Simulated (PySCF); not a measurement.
Compound: C₃H₁₁NOSi₂.
Cartesian coordinates in Å at the PBE0-D3(BJ)/def2-SVP level; atoms count from 1:
```xyz
18
C3H11NOSi2 angstrom
N     -2.801    0.335    0.072
C     -1.816   -0.685   -0.293
Si    -0.278   -0.618    0.793
C      1.279   -1.499    0.158
C      2.038   -0.485   -0.730
Si     1.756    1.226    0.037
O      0.261    0.984    0.764
H     -3.167    0.150    1.005
H     -2.341    1.243    0.133
H     -2.288   -1.683   -0.259
H     -1.526   -0.544   -1.351
H     -0.649   -0.980    2.196
H      1.061   -2.437   -0.378
H      1.894   -1.777    1.032
H      1.602   -0.467   -1.744
H      3.101   -0.746   -0.852
H      2.781    1.586    1.064
H      1.679    2.327   -0.967
```

Level: PBE0/pcSseg-1 and CAM-B3LYP/def2-SVPD in PySCF, non-relativistic, on one gas-phase PBE0-D3(BJ)/def2-SVP geometry that isn't relaxed in the solvent. The solvent is an IEF-PCM continuum (Bondi radii, 1.10 Å for H, scaled by 1.2). Only the electrostatic response of the medium enters.

Gas phase at PBE0/pcSseg-1: HOMO -6.37 eV, LUMO 0.48 eV, dipole 2.08 D.

Q: What does the continuum do to the energy, the frontier levels and the dipole at PBE0/pcSseg-1 in methanol and acetonitrile?

A: 
```csv
solvent,ε,E(solvent) − E(gas) (kJ/mol),polarisation term (kJ/mol),distortion of the solute (kJ/mol),HOMO (eV),LUMO (eV),dipole (D)
methanol,32.61,-24.11,-26.87,2.76,-6.42,0.58,2.72
acetonitrile,35.69,-24.22,-27.01,2.79,-6.42,0.58,2.72
```

The polarisation term is half the interaction of the solute with the surface charges that it induces; the rest is the cost of distorting the solute's density. The sum is the electrostatic part of solvation alone. From methanol to acetonitrile the lowering changes by a factor 1.00, Onsager's factor (ε − 1)/(2ε + 1) by 1.00 and ε itself by 1.1.

Q: Which radius a makes the point-dipole formula ΔE = −[(ε − 1)/(2ε + 1)]·μ²/a³ give the value in acetonitrile, with the gas-phase dipole?

A: μ = 0.818 au and |ΔE| = 0.00923 Eh give a = 1.73 Å; the farthest nucleus lies 3.47 Å from the centroid of the nuclei, so such a sphere wouldn't even hold the nuclei. The formula assumes a rigid point dipole at the centre of a sphere.

Q: Give the dipole vector in the frame of the coordinates (D, pointing from negative to positive charge), gas and acetonitrile.

A: Gas (1.43, -1.50, -0.18), solvent (1.80, -2.02, -0.30). Its length changes by +31 % and its direction by 2°.

Q: Which Mulliken charges (PBE0/pcSseg-1) respond most in acetonitrile (means over atoms taken as equivalent)?

A: 
| atoms | environment | gas (e) | solvent (e) | change |
| --- | --- | --- | --- | --- |
| N1 | primary amine nitrogen | -0.454 | -0.506 | -0.052 |
| Si3 | oxygen-bound silicon | +0.974 | +0.999 | +0.025 |
| O7 | siloxane oxygen | -0.772 | -0.794 | -0.022 |
| H8/H9 | N–H hydrogen | +0.179 | +0.193 | +0.014 |
| H10 | methylene hydrogen | +0.134 | +0.147 | +0.013 |
| H12 | Si–H hydrogen | -0.102 | -0.114 | -0.012 |
| H15 | methylene hydrogen | +0.150 | +0.161 | +0.011 |
| C2 | sp3 carbon bound to nitrogen | -0.362 | -0.372 | -0.010 |
| H17 | Si–H hydrogen | -0.113 | -0.123 | -0.010 |
| H13 | methylene hydrogen | +0.151 | +0.161 | +0.010 |
| H11 | methylene hydrogen | +0.138 | +0.146 | +0.008 |
| Si6 | oxygen-bound silicon | +0.839 | +0.847 | +0.008 |

Gas phase at CAM-B3LYP/def2-SVPD: HOMO -7.87 eV, LUMO 1.06 eV, dipole 2.12 D.

Q: What does the continuum do to the energy, the frontier levels and the dipole at CAM-B3LYP/def2-SVPD in acetonitrile?

A: 
```
     solvent      ε  E(solvent) − E(gas) (kJ/mol)  polarisation term (kJ/mol)  distortion of the solute (kJ/mol)  HOMO (eV)  LUMO (eV)  dipole (D)
acetonitrile  35.69                        -23.58                      -27.52                               3.94      -7.91       1.19        2.90
```

The atom shares or the degeneracy of the LUMO differ from the gas phase in acetonitrile, so that column needn't follow one orbital.

Q: How does the static polarisability (CAM-B3LYP/def2-SVPD, frozen core, with the continuum's full static response) change?

A: 
| medium | isotropic (au) | principal values (au) | ⟨r²⟩ of the electrons (bohr²) |
| --- | --- | --- | --- |
| gas | 95.0 | 86.0, 93.6, 105.4 | 1237.5 |
| acetonitrile | 128.1 | 121.6, 127.9, 135.0 | 1238.5 |

The isotropic value in acetonitrile is 1.35 times the gas-phase one; no cavity-field correction is applied. ⟨r²⟩ is taken about the centre of nuclear charge.

Time: 45 s wall; peak memory 1.1 GiB. Hardware: Arm Neoverse N1, one thread, shared host. This is the whole shielding run at PBE0/pcSseg-1 in acetonitrile, SCF included.
